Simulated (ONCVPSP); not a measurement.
Which change was made? (Fe, ONCV)

Fe, optimised norm-conserving Vanderbilt (ONCV), made with ONCVPSP 4.0.1 (PBE, scalar-relativistic). Core [Ne], reference 3s2 3p6 3d6 4s1.75 (charge +0.25). Waves: 3s+4s: rc 1.60 bohr, ncon 4, nbas 8, qcut 7.3 1/bohr, 3 projectors, debl 4 Ha; 3p: rc 0.85 bohr, ncon 4, nbas 8, qcut 10.3 1/bohr, 2 projectors, debl 2.3 Ha; 3d: rc 1.40 bohr, ncon 5, nbas 10, qcut 12.4 1/bohr, 2 projectors, debl 4 Ha; f scattering state at 0.29 Ha: rc 1.25 bohr, ncon 4, nbas 8, qcut 8.1 1/bohr, 1 projector. Local part: polynomial inside 0.65 bohr (lpopt 5, dvloc0 0 Ha). Core correction: Teter function, fcfact 3.25, rcfact 1.25.

Cutoffs, loose and tight: the cutoffs (Ha) at which the residual kinetic energy of the hardest occupied pseudo-wave falls to 1 and 0.1 mHa per electron. They do not see the model core or the augmentation charge, which bear on the density cutoff. Test errors are all-electron minus pseudo excitation energies from the reference, over the configurations 3s2 3p6 3d6 4s2; 3s2 3p6 3d6 4s1; 3s2 3p6 3d6 4s0; 3s2 3p6 3d5 4s2; variants that change the core or the reference have their own tests.

The base gives: outcome: generated; cutoff, loose: 58 Ha; cutoff, tight: 228 Ha; bound ghosts: none; GHOST(+) flags above zero: s, f; largest test error (meV): +20.

**Question.** After one change the result is: outcome: generated; cutoff, loose: 47 Ha; cutoff, tight: 228 Ha; bound ghosts: none; GHOST(+) flags above zero: s, f; largest test error (meV): +72. Which change was it?
A. d: rc 1.98
B. d: rc 1.74
C. d: rc 1.18

**Answer.** A. The others give: d: rc 1.74 → outcome: generated; cutoff, loose: 47 Ha; cutoff, tight: 228 Ha; bound ghosts: none; GHOST(+) flags above zero: s, f; largest test error (meV): +47 | d: rc 1.18 → outcome: generated; cutoff, loose: 66 Ha; cutoff, tight: 228 Ha; bound ghosts: none; GHOST(+) flags above zero: s, f; largest test error (meV): +12.
